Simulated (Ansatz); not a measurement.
A run for Ansatz (a quantum-chemistry and plane-wave program): R-PBE0/def2-TZVPP on BH3O2Se (SMILES OB(O)[SeH]), a point of a torsion scan.

Ansatz 0.2 input:
```yaml
crystal:
  periodic: [false, false, false]
  atoms:
    - {symbol: O, position_ang: [-0.90296734, -1.04712812, -0.23984063]}
    - {symbol: B, position_ang: [-0.05837638, -0.11686053, 0.22477982]}
    - {symbol: O, position_ang: [-0.19972047, 1.21883599, 0.19483071]}
    - {symbol: Se, position_ang: [1.63487952, -0.77604483, 0.92773954]}
    - {symbol: H, position_ang: [-1.76176688, -0.80011815, -0.58285874]}
    - {symbol: H, position_ang: [-0.99475644, 1.61047621, -0.16782378]}
    - {symbol: H, position_ang: [2.39800463, 0.39444770, 0.60359582]}
basis:
  gaussian:
    orbitals: def2-TZVPP
hamiltonian:
  xc: {name: PBE0}
scf: {lower_state_search: off}
```

The log:

```
WARN ansatz: RAYON_NUM_THREADS=1 ignored (pool sized by the plan → 1); use --threads N
Functional definition: PBE0
these checks for a lower state are left out or cut short: stability, starts, cluster_reference, orbital_swaps, neighbouring_geometries, increment
integrals: 0.09 GiB planned
1060 factors; their error is unknown
mean field: 0.86 GiB planned
mean field evaluation 1: about -70153.8270 eV, gradient 6.7e1 eV
mean field evaluation 2: about -70145.7221 eV, gradient 9.5e1 eV
mean field evaluation 4: about -70160.8513 eV, gradient 1.9e0 eV
mean field evaluation 8: about -70160.8558 eV, gradient 6.8e-2 eV
mean field evaluation 16: about -70161.2833 eV, gradient 4.6e-5 eV
mean field -70161.28332293 eV, -2578.3796050918 hartree, gradient 8.0e-6 eV, S^2 0.000000; 0 other end points of the search recorded, 0 dependent functions left out
reference -70161.28335002 eV, -2578.3796060872 hartree; 29, 29 occupied and 154, 154 virtual orbitals, 1060 factors
Total energy: -70161.28335002 eV, -2578.3796060872 hartree
Checks for a lower state left out: stability, starts, cluster_reference, orbital_swaps, neighbouring_geometries, increment
```

The calculation finished and met its thresholds.

Cost: about 2.9 core-seconds (a rough figure).
